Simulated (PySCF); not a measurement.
[TcO4]- (charge -1 and singlet state).
Geometry (PBE0-D3(BJ)/def2-SVP, Å), atoms numbered from 1 in this order:
```
atom  x, y, z in Å
Tc1    0.0144   -0.0220   -0.0124
O2     0.0285   -0.0416    1.6862
O3     1.6112   -0.0408   -0.5902
O4    -0.7681    1.3842   -0.5570
O5    -0.8112   -1.3903   -0.5887
```

Method used: PBE0-D3(BJ)/def2-SVP geometry optimisation, gas phase, def2 core potentials past Kr in PySCF 2.14.0.

**Question.** Which atoms are bound to Tc1, and at what distances?

**Answer.** 4 atoms: O3 1.698 Å, O4 1.699 Å, O2 1.699 Å, O5 1.699 Å.

**Question.** What is the shape at Tc1?

**Answer.** Tetrahedral: angles from 109.4° to 109.5°; τ4 = (360° − α − β)/141° = 1.00 with α and β the two widest (0 for a square, 1 for a tetrahedron).

**Question.** What are the rotational constants (commonest isotopes, rigid rotor)?

**Answer.** A = 4108, B = 4107, C = 4103 MHz: a spherical top.

Point group: Td (tolerance 0.08 Å). Charge -1, singlet. The geometry's basis has no diffuse functions, a weakness for an anion. No PBE0-D3(BJ)/def2-SVP frequencies stand behind this structure, so it isn't proved a minimum.

The run took 17 s of wall time on one thread of an Arm Neoverse V2, no GPU, on a shared host, and the process peaked at 0.34 GiB of memory. That covers the optimisation of the geometry.
